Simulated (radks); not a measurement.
Q: All-electron atom: Co8+ in [Ar] 3d1. All-electron calculation, Dirac Kohn-Sham, PBEsol, spin-unpolarised, spherical densities, finite nucleus; open shells fill j = l - 1/2 first; Fermi nuclear charge, rms radius 3.7875 fm. Program: a radial shooting solver on a logarithmic mesh with Libxc functionals.

Spin-orbit splittings of the eigenvalues, e(l+1/2) - e(l-1/2), with zeta = 2 splitting/(2l+1) and mean radii in bohr:

shell  occ.  splitting (eV)  zeta (eV)  <r> j=l-1/2  <r> j=l+1/2
2p        6           14.79      9.861       0.2227       0.2258
3p        6               ?          ?       0.7248       0.7313
3d        1          0.3566     0.1426       0.7202       0.7220

Estimate the 3p splitting.

A: 2.340 eV (zeta = 1.560 eV).
